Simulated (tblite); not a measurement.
C₆H₁₂BP.
SMILES with atom numbers: `[BH3-:1][P+:2]1([C:3]#[C:4][CH3:5])[CH2:6][CH2:7][CH2:8]1` (hydrogens: H9, H10, H11 on B1; H12, H13, H14 on C5; H15, H16 on C6; H17, H18 on C7; H19, H20 on C8)
Bond orders are those of one Lewis drawing.

Computed with GFN2-xTB (tblite), gas phase: L-BFGS steps from a force-field or distance-geometry start until the largest atomic force falls under 0.01 eV/Å.

Step 51: E = -616.1934 eV
```
atom  x, y, z in Å  |  force x, y, z in eV/Å
B1     -1.1017    2.4286   -0.7249    0.005  -0.015   0.008
P2     -0.6348    0.6129   -0.2934    0.021  -0.023   0.031
C3      1.0519    0.1649   -0.0785    0.009   0.014  -0.029
C4      2.2417   -0.0252   -0.0111    0.015  -0.026   0.018
C5      3.6481   -0.3338    0.1116   -0.027   0.005   0.006
C6     -1.4642   -0.3479    1.0728   -0.007  -0.067  -0.021
C7     -1.5209   -1.6014    0.1841    0.005  -0.028  -0.032
C8     -1.3089   -0.8934   -1.1645   -0.005   0.017   0.022
H9     -2.2852    2.3798   -0.8537   -0.015   0.004   0.002
H10    -0.7432    3.0609    0.2176    0.006   0.019   0.010
H11    -0.5129    2.6899   -1.7241    0.004  -0.008  -0.017
H12     3.8332   -1.3603   -0.2084    0.001   0.034   0.016
H13     4.2371    0.3426   -0.5088   -0.045  -0.009   0.017
H14     3.9607   -0.2227    1.1507   -0.004  -0.006  -0.034
H15    -0.9195   -0.4585    2.0087    0.002   0.043   0.013
H16    -2.4561    0.0568    1.2790    0.038   0.043  -0.017
H17    -0.6827   -2.2625    0.4033   -0.006  -0.013  -0.002
H18    -2.4440   -2.1772    0.2582   -0.005   0.007   0.006
H19    -0.6554   -1.4003   -1.8723    0.003   0.023  -0.009
H20    -2.2484   -0.6425   -1.6590    0.004  -0.012   0.012
```

Step 52: E = -616.1941 eV
```
atom  x, y, z in Å  |  force x, y, z in eV/Å
B1     -1.1036    2.4272   -0.7238    0.007   0.001   0.006
P2     -0.6335    0.6118   -0.2952    0.039  -0.027   0.039
C3      1.0534    0.1624   -0.0795    0.013   0.020  -0.031
C4      2.2430   -0.0280   -0.0096   -0.007  -0.021   0.024
C5      3.6502   -0.3334    0.1135   -0.043   0.011   0.002
C6     -1.4626   -0.3483    1.0711    0.005  -0.036   0.001
C7     -1.5248   -1.6014    0.1827   -0.001  -0.026  -0.026
C8     -1.3078   -0.8943   -1.1651    0.007   0.016  -0.006
H9     -2.2889    2.3786   -0.8416   -0.003   0.001   0.005
H10    -0.7357    3.0609    0.2154   -0.001   0.007  -0.008
H11    -0.5251    2.6879   -1.7300    0.001  -0.010  -0.002
H12     3.8364   -1.3601   -0.2059    0.012   0.046   0.010
H13     4.2337    0.3472   -0.5079   -0.031  -0.031   0.022
H14     3.9633   -0.2217    1.1525   -0.005  -0.003  -0.037
H15    -0.9143   -0.4578    2.0050    0.000   0.030   0.015
H16    -2.4510    0.0624    1.2815    0.028   0.028  -0.020
H17    -0.6913   -2.2679    0.4034   -0.004  -0.010  -0.004
H18    -2.4513   -2.1714    0.2555   -0.011   0.004   0.006
H19    -0.6511   -1.4011   -1.8700    0.000   0.016  -0.010
H20    -2.2441   -0.6424   -1.6647   -0.005  -0.016   0.014
```

Step 53: E = -616.1946 eV
```
atom  x, y, z in Å  |  force x, y, z in eV/Å
B1     -1.1043    2.4265   -0.7231    0.011   0.005   0.006
P2     -0.6327    0.6109   -0.2951    0.038  -0.019   0.034
C3      1.0538    0.1599   -0.0808    0.007   0.023  -0.027
C4      2.2430   -0.0315   -0.0074   -0.028  -0.014   0.026
C5      3.6502   -0.3336    0.1146   -0.041   0.009   0.000
C6     -1.4619   -0.3498    1.0700    0.026   0.003   0.010
C7     -1.5253   -1.6023    0.1817   -0.005  -0.003  -0.011
C8     -1.3077   -0.8940   -1.1649    0.021   0.011  -0.015
H9     -2.2897    2.3787   -0.8384   -0.004  -0.004   0.008
H10    -0.7340    3.0615    0.2146   -0.001   0.003  -0.014
H11    -0.5289    2.6860   -1.7314    0.004  -0.008   0.000
H12     3.8381   -1.3597   -0.2044    0.020   0.037  -0.002
H13     4.2285    0.3501   -0.5077   -0.010  -0.034   0.015
H14     3.9653   -0.2216    1.1524   -0.005   0.003  -0.021
H15    -0.9127   -0.4550    2.0036    0.004   0.008   0.025
H16    -2.4476    0.0656    1.2805   -0.001   0.019  -0.019
H17    -0.6938   -2.2697    0.4033    0.016  -0.023  -0.005
H18    -2.4524   -2.1700    0.2548   -0.032  -0.010   0.004
H19    -0.6502   -1.3987   -1.8700    0.008   0.002  -0.019
H20    -2.2429   -0.6424   -1.6649   -0.028  -0.009   0.004
```

Question: Estimate the geometry and energy of step 54. (The exact step hangs on the optimiser's Hessian estimate; all steps are aligned on step 53, rigid shifts and turns removed.)

Answer: E = -616.1949 eV, largest force 0.045 eV/Å
```
atom  x, y, z in Å  |  force x, y, z in eV/Å
B1     -1.1057    2.4255   -0.7220    0.003   0.014  -0.003
P2     -0.6308    0.6097   -0.2952    0.010   0.000   0.014
C3      1.0551    0.1597   -0.0834    0.004   0.021  -0.020
C4      2.2437   -0.0321   -0.0065   -0.035  -0.008   0.023
C5      3.6502   -0.3326    0.1158   -0.021   0.003   0.001
C6     -1.4597   -0.3509    1.0693    0.020   0.027   0.030
C7     -1.5287   -1.6028    0.1802   -0.003  -0.008   0.009
C8     -1.3057   -0.8945   -1.1658    0.009  -0.003  -0.030
H9     -2.2935    2.3788   -0.8289    0.029  -0.008   0.012
H10    -0.7280    3.0617    0.2131   -0.007  -0.007  -0.031
H11    -0.5376    2.6838   -1.7363   -0.007  -0.013   0.026
H12     3.8395   -1.3580   -0.2025    0.023   0.017  -0.012
H13     4.2275    0.3514   -0.5061    0.002  -0.021   0.002
H14     3.9658   -0.2207    1.1528   -0.002   0.009   0.001
H15    -0.9081   -0.4549    2.0020   -0.005  -0.006   0.014
H16    -2.4430    0.0702    1.2823    0.006   0.001  -0.022
H17    -0.7011   -2.2754    0.4038    0.000  -0.013  -0.013
H18    -2.4601   -2.1648    0.2529   -0.011  -0.001  -0.003
H19    -0.6456   -1.3999   -1.8686   -0.001   0.005  -0.011
H20    -2.2394   -0.6434   -1.6697   -0.015  -0.009   0.010
```

The energy changes by -0.0003 eV. The first-order estimate −F·Δx gives -0.0006 eV and the mean of the old and new forces, exact on a quadratic surface, -0.0003 eV. The step makes an angle of 80° with the force vector and moves no atom by more than 0.010 Å.

The cost below is that of the whole relaxation. Time: 0.4 s of wall time. Hardware: one thread, Intel Xeon 6975P-C (x86_64), no GPU, on a shared host.
